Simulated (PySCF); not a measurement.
Partial charges of `CSc1ccc(C(=O)F)s1`

Species: C6H5FOS2.
Cartesian coordinates in Å at the GFN2-xTB level; atoms count from 1:
```
atom  x, y, z in Å
C1    -3.0548    0.4503   -0.3870
S2    -2.3049   -1.1141    0.1396
C3    -0.6232   -0.6919    0.1581
C4     0.3979   -1.5558    0.4946
C5     1.6525   -0.9572    0.4214
C6     1.5999    0.3648    0.0302
C7     2.6678    1.2972   -0.1675
O8     2.6356    2.4367   -0.5033
F9     3.8853    0.7060    0.0860
S10   -0.0356    0.8825   -0.2527
H11   -2.8568    1.2155    0.3580
H12   -4.1217    0.2687   -0.4675
H13   -2.6483    0.7398   -1.3517
H14    0.2235   -2.5775    0.7761
H15    2.5784   -1.4569    0.6438
```

Density: PBE0/pcSseg-1 (PySCF); schemes: Mulliken, IAO, Hirshfeld and ESP-fitted. Geometry: GFN2-xTB, one conformer, isolated molecule.

Problem. Give the atomic charges in each scheme.

Solution. In e; atoms taken as equivalent share a row and are averaged (×n: the atom named and its like, n in all):

| atom | environment | Mulliken | IAO | Hirshfeld | ESP-fitted |
| --- | --- | --- | --- | --- | --- |
| C1 | S-methyl carbon | -0.407 | -0.512 | -0.115 | -0.379 |
| S2 | sulfide sulfur | +0.166 | +0.231 | +0.059 | -0.063 |
| C3 | substituted aromatic carbon | -0.475 | -0.254 | -0.031 | +0.052 |
| C4 | aromatic CH carbon | +0.035 | -0.204 | -0.082 | -0.286 |
| C5 | aromatic CH carbon | +0.072 | -0.124 | -0.043 | -0.113 |
| C6 | substituted aromatic carbon | -0.572 | -0.247 | -0.067 | -0.166 |
| C7 | acyl halide carbon | +0.705 | +0.592 | +0.202 | +0.659 |
| O8 | carbonyl oxygen | -0.365 | -0.409 | -0.246 | -0.440 |
| F9 | acyl fluorine | -0.289 | -0.305 | -0.103 | -0.261 |
| S10 | thiophene-type sulfur | +0.415 | +0.359 | +0.144 | +0.070 |
| H11/H12/H13 | methyl hydrogen | +0.172 | +0.172 | +0.052 | +0.171 |
| H14 | aromatic hydrogen | +0.098 | +0.172 | +0.060 | +0.223 |
| H15 | aromatic hydrogen | +0.101 | +0.186 | +0.066 | +0.189 |

Mean size of the charges over all atoms: Mulliken 0.281 e, IAO 0.274 e, ESP-fitted 0.227 e, Hirshfeld 0.092 e. Each set sums to the total charge, 0, to within 0.001 e. The Mulliken scheme gives each basis function's population to the atom it is centred on and halves the overlap population of two atoms between them. The IAO scheme counts the electrons in orthogonalised intrinsic atomic orbitals, a minimal basis polarised so that it spans the occupied orbitals exactly.

Some averages cover members that differ in this geometry: H11/H12/H13, ESP-fitted +0.151 to +0.210 e.

Lowest charge. The schemes don't all agree: Mulliken C6 (-0.572); IAO C1 (-0.512); Hirshfeld O8 (-0.246); ESP-fitted O8 (-0.440).

Highest charge. All schemes agree: Mulliken C7 (+0.705); IAO C7 (+0.592); Hirshfeld C7 (+0.202); ESP-fitted C7 (+0.659).

Problem. How many electrons does the IAO scheme count on C5?

Solution. Z − q = 6 − (-0.124) = 6.124.

Problem. Sum the charges by element, for elements with more than one atom.

Solution. 
```csv
element,atoms,Mulliken,IAO,Hirshfeld,ESP-fitted
C,6,-0.643,-0.749,-0.137,-0.232
S,2,+0.581,+0.590,+0.203,+0.007
H,5,+0.716,+0.873,+0.283,+0.925
```

Problem. How closely do the schemes follow one another over all atoms?

Solution. Correlation coefficient and root-mean-square difference: IAO with Hirshfeld 0.94, 0.204 e; Mulliken with IAO 0.91, 0.141 e; Hirshfeld with ESP-fitted 0.90, 0.184 e; IAO with ESP-fitted 0.88, 0.143 e; Mulliken with Hirshfeld 0.83, 0.258 e; Mulliken with ESP-fitted 0.74, 0.229 e.

These values come from a run that also computed NMR shieldings. The run took about 90 s of CPU time (one thread, shared machine).
